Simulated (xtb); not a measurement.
xtb input:

```bash
xtb mol.xyz --gfnff --opt tight --chrg 0 --uhf 0
```
mol.xyz:
```
15

C     -0.14691225     1.56741891     0.18575105
C     -0.45847107     0.07547141     0.24834238
C     -1.77110868    -0.26198331    -0.43541783
O      0.54512750    -0.70627215    -0.39681411
C      1.76934774    -0.78791294     0.29703787
H      0.78603706     1.80988591     0.69548422
H     -0.94322050     2.14075226     0.66406923
H     -0.06559667     1.88904939    -0.85454629
H     -0.51084391    -0.23386344     1.30337260
H     -1.72800112     0.01854653    -1.48959199
H     -1.96904045    -1.33210914    -0.37333467
H     -2.59774779     0.27537419     0.03202247
H      2.30212851     0.16941842     0.32279990
H      2.38745702    -1.51387904    -0.22963869
H      1.62067361    -1.13096219     1.32959525
```

Problem. Predict the final energy.

Solution. -2.12587 Eh (GFN-FF).
